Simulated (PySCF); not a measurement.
**Dipole moment and polarisability of CF3C(O)CH3**

Species: CF3C(O)CH3, C₃H₃F₃O.
Geometry (GFN2-xTB, Å), atoms numbered from 1 in this order:
```
atom  x, y, z in Å
C1     1.231    0.207   -0.379
C2     0.170    0.204    0.666
O3     0.278    0.511    1.814
C4    -1.211   -0.268    0.102
F5    -1.122   -1.510   -0.401
F6    -2.171   -0.273    1.020
F7    -1.613    0.526   -0.904
H8     2.173    0.542    0.044
H9     1.340   -0.797   -0.788
H10    0.934    0.862   -1.197
```

Level: CAM-B3LYP/def2-SVPD (PySCF), static field, nuclei fixed, core orbitals frozen in the response. The polarisability tensor in these axes (au):

```
x   43.92  1.74 -1.05
y    1.74 36.66  2.30
z   -1.05  2.30 46.15
```

Diagonalise the tensor; give its mean and Δα, where Δα² is half the sum of the squared differences of the eigenvalues.

Principal values 35.67, 44.21 and 46.83 au; mean 42.24 au = 6.26 Å³ = 6.96 × 10⁻⁴⁰ C²·m²/J; Δα = 10.11 au (24 % of the mean).

What is the dipole moment, and where does it point?

(2.00, -0.02, -2.05) D, 2.87 D in size, pointing from the negative to the positive side. Measured along this direction, the outermost atoms are F6 at the negative end and H10, H9 and H8 at the positive end.

How large is μ²/3kT at 250 K beside α?

In Gaussian units μ²/3kT = 79.28 Å³ against 6.26 Å³, a ratio of 12.67; the Debye molar polarisation (4π/3)N_A(α + μ²/3kT) is 215.8 cm³/mol, leaving out the vibrational part.

In TDDFT the mean static polarisability is Σ f/ω² over all singlet excitations (ω in hartree). How much of it do the 8 lowest give? Their energies (eV) and oscillator strengths: 4.40, 0.0000; 8.10, 0.0164; 8.41, 0.0018; 8.94, 0.1361; 9.32, 0.1185; 9.40, 0.0006; 9.56, 0.0756; 9.61, 0.0034.

They add up to 3.12 au, 7.4 % of the 42.24 au; the largest single term is 1.26 au, from the state at 8.94 eV. Terms in order: 0.00, 0.18, 0.02, 1.26, 1.01, 0.00, 0.61, 0.03 au. Higher excitations give the rest. The strengths listed sum to 0.352.

Find the Langevin capture rate constant for H3+ (3.023 u) meeting this molecule (112.014 u), k = 2.342 × 10⁻⁹ cm³/s × √(α in Å³ / reduced mass in u).

The reduced mass is 2.94 u, so k = 3.41 × 10⁻⁹ cm³/s. The formula leaves out the permanent dipole, which adds to the capture rate.

Estimate the molar refractivity from the static electronic polarisability.

Lorentz–Lorenz: R = (4π/3)N_A α = 2.5225 cm³/(mol·Å³) × 6.26 Å³ = 15.8 cm³/mol, in the limit of long wavelengths.

Refractivity n − 1 of an ideal gas of it at 273.15 K and 1 atm, from the electronic α?

N = p/kT = 2.6868 × 10¹⁹ cm⁻³, so n − 1 = 2π × N × 6.26 × 10⁻²⁴ cm³ = 1057 × 10⁻⁶ at long wavelengths, for an ideal gas.

Geometry: GFN2-xTB; no solvent, vibrations or thermal averaging.
